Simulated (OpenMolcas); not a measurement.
# Pd2+ in CaO

Pd2+ with its 6 nearest oxide ions at 2.298 Å, on the Ca site of CaO (a = 4.8105 Å, distance in the model lattice 2.405 Å). The rest of the host is ab initio model potentials to 7.6 Å, with orthogonalisation functions on the cations behind the ligands, and point charges beyond; the distance is set by hand and nothing relaxes. Ligand basis ANO-RCC-VDZP.
```
Pd    0.0000    0.0000    0.0000
O     2.2980    0.0000    0.0000
O     0.0000    2.2980    0.0000
O    -2.2980    0.0000    0.0000
O     0.0000   -2.2980    0.0000
O     0.0000    0.0000    2.2980
O     0.0000    0.0000   -2.2980
```

```yaml
Program: OpenMolcas
Method: CASSCF
Basis: ANO-RCC-VTZP [7s6p4d2f1g]
Scalar_Hamiltonian: DKH2, point nucleus
Active_space: 8 electrons in 5 orbitals (4d)
State_averaging: 2S+1 = 3 even, 10 roots; 2S+1 = 1 even, 15 roots
Spin-orbit_coupling: RASSI with atomic mean-field integrals over the reference wave functions
```

The lowest spin-free states (labels of O, the rotations of Oh), above the lowest:

| State | Degeneracy | E (cm-1) |
| --- | --- | --- |
| 3A2 | 1 | 0.0 |
| 1E | 2 | 12437 |
| 3T2 | 3 | 14156 |
| 3T1 | 3 | 21392 |
| 1A1 | 1 | 21615 |
| 1T2 | 3 | 26187 |
| 1T1 | 3 | 29996 |
| 3T1 | 3 | 33375 |
| 1E | 2 | 42709 |
| 1T2 | 3 | 42849 |
| 1A1 | 1 | 62527 |

The lowest levels with spin-orbit coupling:

```
E (cm-1)  Degeneracy  Label      2S+1
     0.0           3     T2         3
   11539           2      E  1 (70 %)
   13866           3     T1         3
   14414           2      E  3 (74 %)
   14767           3     T2         3
   15191           1     A2         3
   19394           1     A1  3 (68 %)
   21334           3     T1         3
   22257           3     T2         3
   22736           2      E         3
   23120           1     A1  1 (68 %)
   26068           3     T2         1
   30372           3     T1         1
   33795           2      E         3
   33826           1     A1         3
   33970           3     T1         3
   34172           3     T2         3
   43244           2      E         1
   43389           3     T2         1
   63193           1     A1         1
```

Powder χT (cm3 K/mol): 1.3 at 2 K, 1.31 at 10 K, 1.31 at 50 K, 1.31 at 100 K, 1.32 at 200 K, 1.33 at 300 K. The effective moment at 300 K is 2.828 √(χT) = 3.27 μB.

The lowest level has 2S+1 = 3, for which the spin-only value is χT = S(S+1) / 2 = 1.000 cm3 K/mol (g = 2). The computed 1.333 at 300 K differs by +0.333, through orbital momentum, spin-orbit coupling and any other state in reach.

Metal share of the active 4d orbitals (Löwdin): 84, 84, 94, 94, 94 %; Mulliken charge of the metal 1.38.

A least-squares ligand-field fit to the states below 45000 cm-1, each weighted by its degeneracy and with a free common offset, gives 10Dq = 14481 cm-1, B = 793 cm-1 and C = 3206 cm-1 (C/B = 4.05), with an rms deviation of 164 cm-1.

The same method and metal basis give the free ion B = 953 cm-1 (fit to its terms below 60000 cm-1, rms deviation 8 cm-1), so the nephelauxetic ratio is β = 793 / 953 = 0.83; it hangs on how both fits weigh the states, and computed free-ion B values tend to be too large, so β mixes covalency with correlation.

Without dynamic correlation the repulsion within the d shell is too large (B by tens of per cent), so at a given field states of lower spin stand too high. Real 4d8 and 5d8 ions are as a rule square planar and diamagnetic. The least metal-like active orbital is 84 % on the metal (Löwdin) and no ligand orbital is active, so the numbers are rough. With metal d orbitals alone the field can be off either way by tens of per cent. Ligand-to-metal charge-transfer states are missing. With no ligand orbital active B as a rule stays too high, so bands that hang on it stand too high and its fall with covalency is understated. No measured value stands beside these numbers; the geometry was set by hand and not optimised.
